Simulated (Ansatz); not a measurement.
**Computed against measured: atomisation enthalpy at 298 K**

6 molecules holding an element from Na to Cl; the atomisation enthalpy at 298 K in kJ/mol, computed less measured. Shapes, held fixed at every level: PBE0-D4/def2-TZVP. Flexible molecules stand in one conformer, not always the lowest. Thermal terms are harmonic and unscaled (PBE0-D4/def2-TZVP); the spin-orbit lowering of the free atoms is taken from their spectra. Programs: Ansatz 0.2.0. Measured values: Active Thermochemical Tables, NIST-JANAF tables.

Levels: A = wB97X/6-311+G**; B = MP2/def2-TZVPP; C = CCSD(T)/def2-SVP; D = CCSD(T)/6-311+G**.

```csv
molecule,from tabulated heats,A,B,C,D
BCl3 (SMILES ClB(Cl)Cl),1337,-17,+40,-65,-79
S2F2 (Difluorodisulfane),1049,-151,-31,-266,-262
SO3 (sulfur trioxide),1420,-240,+49,-368,-362
CHClF2 (difluorochloromethane),1698,-33,+25,-111,-132
SF4 (sulfur tetrafluoride),1358,-197,+40,-297,-334
C2H5Cl (chloroethane),2756,-24,-40,-133,-154
```

**Question.** Which level does best on this set, which worst, and which err to one side?

**Answer.** 
| level | kind | mean error | mean absolute error | worst case |
| --- | --- | --- | --- | --- |
| wB97X/6-311+G** | range-separated hybrid | -110.3 | 110.3 | SO3 |
| MP2/def2-TZVPP | perturbation theory | +13.8 | 37.5 | SO3 |
| CCSD(T)/def2-SVP | coupled cluster or CI | -206.7 | 206.7 | SO3 |
| CCSD(T)/6-311+G** | coupled cluster or CI | -220.5 | 220.5 | SO3 |

On this set MP2/def2-TZVPP has the smallest mean absolute error and CCSD(T)/6-311+G** the largest. wB97X/6-311+G** is too low in 6 of 6; MP2/def2-TZVPP is too high in 4 of 6; CCSD(T)/def2-SVP is too low in 6 of 6; CCSD(T)/6-311+G** is too low in 6 of 6. The tabulated values of BCl3, S2F2, SF4 are in doubt (older tables, estimates, or at odds with other calculations) and kept here. Over the 3 molecules whose values aren't doubted the mean absolute errors are A 99.0; B 38.0; C 204.0; D 216.0. The largest two are near a tie. Correlated wave functions converge slowly with the basis. The set is small.
